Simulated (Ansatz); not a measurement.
C2H6AsN (`C=N[AsH]C`). Total charge 0; spin multiplicity 1.

```xyz
10

C    -1.793    0.367    0.949
N    -0.551    0.275    1.124
As    0.645    1.031   -0.095
C     1.544   -0.649   -0.550
H    -2.271    0.825    0.070
H    -2.470   -0.037    1.709
H    -0.280    1.049   -1.325
H     2.130   -0.965    0.314
H     2.219   -0.470   -1.388
H     0.827   -1.426   -0.809
```

**Question.** What are the harmonic wavenumbers in cm⁻¹ at PBE0-D4/def2-TZVP (Ansatz, finite differences of forces, unscaled)? (Estimate.)

**Answer.** Computed: 89, 140, 212, 331, 547, 597, 626, 667, 806, 860, 938, 1085, 1198, 1277, 1450, 1459, 1494, 1735, 2112, 2986, 3068, 3086, 3162, 3175.

**Question.** Is this a minimum?

**Answer.** Yes, all 24 modes are real.

**Question.** Give the ideal-gas thermochemistry at 298.15 K and 1 bar (rigid rotor, harmonic oscillator; point group C1, symmetry number 1).

**Answer.** Zero-point energy 198.0 kJ/mol; H(298) − E = 216.4 kJ/mol; entropy 327.1 J/(mol·K), of which translation 168.5, rotation 107.6, vibration 51.1; G(298) − E = 118.9 kJ/mol. Modes under 100 cm⁻¹ are hindered rotations or soft bends, so the harmonic entropy is rough.

**Question.** And at 400, 500, 600, 800 and 1000 K?

**Answer.** 
```json
{"T (K)": "400", "H − E (kJ/mol)": "226.7", "S (J/mol/K)": "356.7", "G − E (kJ/mol)": "84.0"}
{"T (K)": "500", "H − E (kJ/mol)": "238.6", "S (J/mol/K)": "383.1", "G − E (kJ/mol)": "47.0"}
{"T (K)": "600", "H − E (kJ/mol)": "251.8", "S (J/mol/K)": "407.3", "G − E (kJ/mol)": "7.4"}
{"T (K)": "800", "H − E (kJ/mol)": "281.9", "S (J/mol/K)": "450.4", "G − E (kJ/mol)": "-78.4"}
{"T (K)": "1000", "H − E (kJ/mol)": "315.5", "S (J/mol/K)": "487.8", "G − E (kJ/mol)": "-172.3"}
```
